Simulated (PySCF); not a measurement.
Spectrum to structure. Method used: TDDFT wB97X-D/def2-SVPD, vertical, gas phase, core orbitals frozen in the response in PySCF. Geometries: PBE0-D3(BJ)/def2-SVP, one conformer each.

| state | λ (nm) | f |
| --- | --- | --- |
| S1 | 195.7 | 0.015 |
| S2 | 186.0 | 0.016 |
| S3 | 172.3 | 0.018 |
| S4 | 167.0 | 0.472 |
| S5 | 162.8 | 0.048 |
| S6 | 159.1 | 0.0074 |
| S7 | 155.9 | 0.018 |
| S8 | 155.2 | 0.031 |
| S9 | 151.9 | 0.042 |
| S10 | 146.0 | 0.0043 |

Triplets computed (Tamm–Dancoff): 4.50, 6.11, 6.38, 6.92 eV.

Orbital energies (eV): HOMO-3 -11.89, HOMO-2 -11.62, HOMO-1 -9.62, HOMO -8.88, LUMO 1.73, LUMO+1 2.30, LUMO+2 2.37.

Problem. Which candidate is it? All have the formula C3H6F3NSi.
A. `N[SiH2]CC(F)=C(F)F`
B. `FC(F)(F)C/C=N/[SiH3]`
C. `FC(F)(F)C/C=N\[SiH3]`

Solution. A. Its S1, at 6.33 eV, is the highest among the candidates; the nearest of the others has S1 at 4.34 eV. S1 is HOMO→LUMO (70%), HOMO→LUMO+1 (8%). Löwdin shares by element: HOMO carbon 51% or more, fluorine 18% or more (atoms not listed hold the other 31%); LUMO silicon 27%, carbon 11% or more, nitrogen 10%, hydrogen 9% or more (atoms not listed hold the other 43%). At the same level the other candidates give, for their lowest levels:
- `FC(F)(F)C/C=N/[SiH3]`: 286 nm (f 0.000); 178 nm (f 0.024); 163 nm (f 0.505); 158 nm (f 0.007); 157 nm (f 0.000); T1 3.78 eV; HOMO -9.49, LUMO 0.61 eV
- `FC(F)(F)C/C=N\[SiH3]`: 302 nm (f 0.001); 182 nm (f 0.020); 165 nm (f 0.023); 164 nm (f 0.105); 162 nm (f 0.442); T1 3.58 eV; HOMO -9.26, LUMO 0.57 eV

Conformer computed: `[NH2:1][SiH2:2][CH2:3][C:4]([F:5])=[C:6]([F:7])[F:8]`: N1–Si2–C3–C4 52°, Si2–C3–C4–F5 58°, H–N1–Si2–C3 -62°, H–N1–Si2–C3 158°.
